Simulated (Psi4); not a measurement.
C8H12Sn (SMILES C=[CH][Sn]([CH]=C)([CH]=C)[CH]=C), singlet, geometry from GFN2-xTB (such geometries of metal compounds can be far from the true shape) (core potentials on Sn); BLYP/def2-SV(P) run with Psi4.

The Psi4 input:
```
memory 2 GB

molecule {
0 1
C    -2.34956217    1.98384491   -0.10175669
C    -1.31431038    1.62809920    0.63354554
Sn    0.11122402    0.07558467    0.09454479
C    -0.30611682   -1.70543337    1.27356854
C    -1.40849447   -1.90148357    1.97024161
C    -0.05378305   -0.38416470   -2.02350741
C    -0.48326960   -1.52892442   -2.51764415
C     2.12594803    0.77630803    0.52546259
C     3.14597075    0.69349121   -0.30643983
H    -2.56400531    1.52412988   -1.05263064
H    -3.03546011    2.75783006    0.21275599
H    -1.14440948    2.12330475    1.58003164
H     0.45915531   -2.46966498    1.26446482
H    -2.19855318   -1.16972481    2.01274545
H    -1.57413943   -2.80792449    2.53531719
H     0.23777051    0.40764976   -2.70055144
H    -0.78748174   -2.34847672   -1.88748130
H    -0.55216069   -1.70204623   -3.58252119
H     2.27726639    1.21717371    1.50148224
H     4.12960787    1.05481756   -0.04166517
H     3.05291553    0.26327375   -1.29000798
}

set {
  basis def2-sv(p)
  dft_basis_tolerance 1e-8
}

energy('blyp')
print_variables()
```

What the program printed (banner, timings and long lists left out):

```
   => Loading Basis Set <=

    Name: DEF2-SV(P)
    Role: ORBITAL
    Keyword: BASIS

    !!!  WARNING: ECP capability is in beta. Please check occupations closely.  !!!

         ---------------------------------------------------------
                                   SCF
               by Justin Turney, Rob Parrish, Andy Simmonett
                          and Daniel G. A. Smith
                              RKS Reference
         ---------------------------------------------------------

  ==> Geometry <==

    Molecular point group: c1
    Full point group: C1

    Geometry (in Angstrom), charge = 0, multiplicity = 1:

       Center              X                  Y                   Z               Mass
    ------------   -----------------  -----------------  -----------------  -----------------
         C           -2.366666845868     1.972244001344    -0.116311234289    12.000000000000
         C           -1.331415055868     1.616498291344     0.618990995711    12.000000000000
         SN           0.094119344132     0.063983761344     0.079990245711   119.902201630000
         C           -0.323221495868    -1.717034278656     1.259013995711    12.000000000000
         C           -1.425599145868    -1.913084478656     1.955687065711    12.000000000000
         C           -0.070887725868    -0.395765608656    -2.038061954289    12.000000000000
         C           -0.500374275868    -1.540525328656    -2.532198694289    12.000000000000
         C            2.108843354132     0.764707121344     0.510908045711    12.000000000000
         C            3.128866074132     0.681890301344    -0.320994374289    12.000000000000
         H           -2.581109985868     1.512528971344    -1.067185184289     1.007825032230
         H           -3.052564785868     2.746229151344     0.198201445711     1.007825032230
         H           -1.161514155868     2.111703841344     1.565477095711     1.007825032230
         H            0.442050634132    -2.481265888656     1.249910275711     1.007825032230
         H           -2.215657855868    -1.181325718656     1.998190905711     1.007825032230
         H           -1.591244105868    -2.819525398656     2.520762645711     1.007825032230
         H            0.220665834132     0.396048851344    -2.715105984289     1.007825032230
         H           -0.804586415868    -2.360077628656    -1.902035844289     1.007825032230
         H           -0.569265365868    -1.713647138656    -3.597075734289     1.007825032230
         H            2.260161714132     1.205572801344     1.486927695711     1.007825032230
         H            4.112503194132     1.043216651344    -0.056219714289     1.007825032230
         H            3.035810854132     0.251672841344    -1.304562524289     1.007825032230

  Running in c1 symmetry.

  Rotational constants: A =      0.03538  B =      0.02843  C =      0.02814 [cm^-1]
  Rotational constants: A =   1060.53706  B =    852.41751  C =    843.57101 [MHz]
  Nuclear repulsion =  536.901708924771469

  Charge       = 0
  Multiplicity = 1
  Electrons    = 82
  Nalpha       = 41
  Nbeta        = 41

  ==> Algorithm <==

  SCF Algorithm Type is DF.
  DIIS enabled.
  MOM disabled.
  Fractional occupation disabled.
  Guess Type is SAD.
  Energy threshold   = 1.00e-06
  Density threshold  = 1.00e-06
  Integral threshold = 1.00e-12

  ==> Primary Basis <==

  Basis Set: DEF2-SV(P)
    Blend: DEF2-SV(P)
    Number of shells: 82
    Number of basis functions: 162
    Number of Cartesian functions: 172
    Spherical Harmonics?: true
    Max angular momentum: 2

  Core potential: DEF2-SV(P)
    Number of shells: 4
    Number of ECP primitives: 18
    Number of ECP core electrons: 28
    Max angular momentum: 3

  ==> DFT Potential <==

   => LibXC <=

    Version 7.1.2
    S. Lehtola, C. Steigemann, M. J. T. Oliveira, and M. A. L. Marques,  SoftwareX 7, 1–5 (2018) (10.1016/j.softx.2017.11.002)

   => Composite Functional: BLYP <=

[...]

    J tasked:                   Yes
    K tasked:                    No
    wK tasked:                   No
    Algorithm:                 Core
    Schwarz Cutoff:           1E-12
    Mask sparsity (%):       5.3574
    Fitting Condition:        1E-10

   => Auxiliary Basis Set <=

  Basis Set: (DEF2-SV(P) AUX)
    Blend: DEF2-UNIVERSAL-JKFIT
    Number of shells: 318
    Number of basis functions: 1034
    Number of Cartesian functions: 1261
    Spherical Harmonics?: true
    Max angular momentum: 5

  Minimum eigenvalue in the overlap matrix is 3.3258067520E-03.
  Reciprocal condition number of the overlap matrix is 6.2692978158E-04.
    Using symmetric orthogonalization.

  ==> Pre-Iterations <==

  SCF Guess: Superposition of Atomic Densities via on-the-fly atomic UHF (no occupation information).

   -------------------------
    Irrep   Nso     Nmo
   -------------------------
     A        162     162
   -------------------------
    Total     162     162
   -------------------------

  ==> Iterations <==

                           Total Energy        Delta E     RMS |[F,P]|

   @DF-RKS iter SAD:  -523.62603648163235   -5.23626e+02   0.00000e+00
   @DF-RKS iter   1:  -524.44879159749860   -8.22755e-01   9.00361e-03 DIIS/ADIIS
   @DF-RKS iter   2:  -522.92012094087534    1.52867e+00   1.28168e-02 DIIS/ADIIS
   @DF-RKS iter   3:  -525.70132922281289   -2.78121e+00   1.63923e-03 DIIS/ADIIS
   @DF-RKS iter   4:  -525.68734990921030    1.39793e-02   1.89367e-03 DIIS/ADIIS
   @DF-RKS iter   5:  -525.73951019430581   -5.21603e-02   2.81521e-04 DIIS/ADIIS
   @DF-RKS iter   6:  -525.74044555328146   -9.35359e-04   7.55232e-05 DIIS
   @DF-RKS iter   7:  -525.74051804225462   -7.24890e-05   3.85830e-05 DIIS
   @DF-RKS iter   8:  -525.74053936421740   -2.13220e-05   8.36937e-06 DIIS
   @DF-RKS iter   9:  -525.74054033656967   -9.72352e-07   3.66673e-06 DIIS
   @DF-RKS iter  10:  -525.74054055749866   -2.20929e-07   6.76693e-07 DIIS
  Energy and wave function converged.

  ==> Post-Iterations <==

   Electrons on quadrature grid:
      Ntotal   =   82.0000433868 ; deviation = 4.339e-05

    Orbital Energies [Eh]
    ---------------------

    Doubly Occupied:

[...]
    Virtual:

[...]
     162A     51.884579

    Final Occupation by Irrep:
              A
    DOCC [    41 ]
    NA   [    41 ]
    NB   [    41 ]

  @DF-RKS Final Energy:  -525.74054055749866

   => Energetics <=

    Nuclear Repulsion Energy =            536.9017089247714694
    One-Electron Energy =               -1861.9712108782809992
    Two-Electron Energy =                 864.9252400429791123
    DFT Exchange-Correlation Energy =     -65.5962786469681873
    Empirical Dispersion Energy =           0.0000000000000000
    VV10 Nonlocal Energy =                  0.0000000000000000
    Total Energy =                       -525.7405405574986617

Computation Completed

Properties will be evaluated at   0.000000,   0.000000,   0.000000 [a0]

Properties computed using the SCF density matrix

 Multipole Moments:

 ------------------------------------------------------------------------------------
     Multipole            Electronic (a.u.)      Nuclear  (a.u.)        Total (a.u.)
 ------------------------------------------------------------------------------------

 L = 1.  Multiply by 2.5417464519 to convert [e a0] to [Debye]
 Dipole X            :          8.5293702           -8.5356200           -0.0062498
 Dipole Y            :          5.7927764           -5.7970104           -0.0042339
 Dipole Z            :          7.2573512           -7.2579211           -0.0005699
 Magnitude           :                                                    0.0075704

 ------------------------------------------------------------------------------------

  Variable Map:
  ----------------------------------------------------------------------------
[...]
  Array Variable Map:
  ----------------------------------------------------------------------------
[...]
[...]
```
